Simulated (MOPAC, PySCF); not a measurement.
CH5FOSi, SMILES `O[SiH2]CF` (H–O–Si–C torsion 60°, O–Si–C–F torsion -60°), neutral singlet in the gas phase. 

Cartesian coordinates (Å):
SMILES: C([SiH2]O)F
```xyz
9

O      1.6876     0.3500    -0.7038
Si     0.5951    -0.5573     0.1246
C     -1.1385     0.1776    -0.0233
F     -1.1276     1.4688     0.5127
H      1.7856     1.2665    -0.4404
H      0.6086    -1.9051    -0.4942
H      0.9364    -0.6392     1.5704
H     -1.8849    -0.4119     0.5209
H     -1.4622     0.2505    -1.0670
```
Charge 0, spin multiplicity 1.

All levels are single points at this geometry (PBE0-D4/def2-TZVP); Pople sets use spherical d functions. Orbital energies aren't observables, and empty levels follow the basis.

```json
[
 {"level": "PBE0-D4/def2-TZVP in PySCF", "HOMO (eV)": "-8.37", "LUMO (eV)": "0.14", "gap (eV)": "8.51", "dipole (D)": "0.58", "vertical IE, Delta-SCF (eV)": "10.63"},
 {"level": "B3LYP/6-311+G** in PySCF", "HOMO (eV)": "-8.27", "LUMO (eV)": "-0.57", "gap (eV)": "7.70", "dipole (D)": "0.88", "vertical IE, Delta-SCF (eV)": "–"},
 {"level": "B3LYP/6-31G* in PySCF", "HOMO (eV)": "-7.76", "LUMO (eV)": "0.42", "gap (eV)": "8.19", "dipole (D)": "0.58", "vertical IE, Delta-SCF (eV)": "10.35"},
 {"level": "BP86/6-31G* in PySCF", "HOMO (eV)": "-6.52", "LUMO (eV)": "-0.25", "gap (eV)": "6.27", "dipole (D)": "0.52", "vertical IE, Delta-SCF (eV)": "–"},
 {"level": "M06-2X/6-31G* in PySCF", "HOMO (eV)": "-9.48", "LUMO (eV)": "1.47", "gap (eV)": "10.94", "dipole (D)": "0.61", "vertical IE, Delta-SCF (eV)": "–"},
 {"level": "PM3 in MOPAC", "HOMO (eV)": "-10.23", "LUMO (eV)": "0.48", "gap (eV)": "10.71", "dipole (D)": "0.98", "vertical IE, Delta-SCF (eV)": "–"}
]
```
